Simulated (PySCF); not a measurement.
YBr2, SMILES [Br][Y][Br] (connectivity only; charge and spin as stated), neutral, multiplicity 2.

Coordinates come from a B3LYP-D3(BJ)/def2-SVP optimisation. The def2 effective core potentials stand for the cores of Y; spin–orbit coupling is left out.

These are PBE0/def2-TZVPD (PySCF) values and carry that method's errors.

The molecule is in vacuum.

Computed frontier levels, dipole moment and polarisability:
```
Property                                                                                                          Result
---------------------------------------------------------------------------------------------  -------------------------
α spin, highest occupied and lowest empty level                                                       -5.19 and -2.57 eV
β spin, highest occupied and lowest empty level                                                       -8.45 and -2.64 eV
dipole moment                                                                                                     2.89 D
quadrupole, principal values (traceless, Buckingham form, about the centre of nuclear charge)     -14.32, 5.35, 8.97 D·Å
mean static polarisability                                                                        137.8 bohr³ (20.42 Å³)
polarisability, principal values                                                               127.7, 142.0, 143.8 bohr³
⟨S²⟩                                                                                             0.751 (pure state 0.75)
```
